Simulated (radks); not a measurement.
Xe V, 50 electrons, occupied as [Kr] 4d10 5s2 5p2 (the NIST ground configuration).

Calculated with a radial shooting solver on a logarithmic mesh with Libxc functionals: Dirac Kohn-Sham, LDA (Slater exchange, Perdew-Wang correlation), spin-unpolarised, spherical densities, point nucleus; open shells fill j = l - 1/2 first.

Energy parts (hartree):
part                        energy
total                  -7440.39980
kinetic                 7903.53376
electron-nucleus      -18013.14699
Hartree                 2848.90107
exchange-correlation    -179.68764

Orbitals (lengths in bohr, moments of r in powers of bohr):
orbital  occ.  eigenvalue (hartree)      <r^4>
1s1/2       2             -1262.611  2.441e-06
2s1/2       2             -197.9361  0.0004122
2p1/2       2             -186.1587  0.0002621
2p3/2       4             -174.2438  0.0003168
3s1/2       2             -41.84420    0.01758
3p1/2       2             -36.94004    0.01665
3p3/2       4             -34.67762    0.01927
3d3/2       4             -26.01558    0.01546
3d5/2       6             -25.53684    0.01618
4s1/2       2              -8.94154     0.4934
4p1/2       2              -7.20244     0.6048
4p3/2       4              -6.74551     0.7006
4d3/2       4              -3.92402      1.265
4d5/2       6              -3.84973      1.327
5s1/2       2              -2.27328      15.22
5p1/2       2              -1.80953      23.48
5p3/2       0              -1.73926      26.61

The highest occupied level is 5p1/2 at -49.240 eV. For comparison, the ionisation energy in NIST's Atomic Spectra Database is 54.1 eV (semi-empirical). In exact Kohn-Sham theory the highest level is minus the ionisation energy, but local and semilocal functionals leave it too shallow, through self-interaction and a potential that decays too fast; potentials with the right tail come closer.

Beside tabulated values, note that spin-unpolarised runs miss the spin-polarisation part of the exchange energy of open shells.
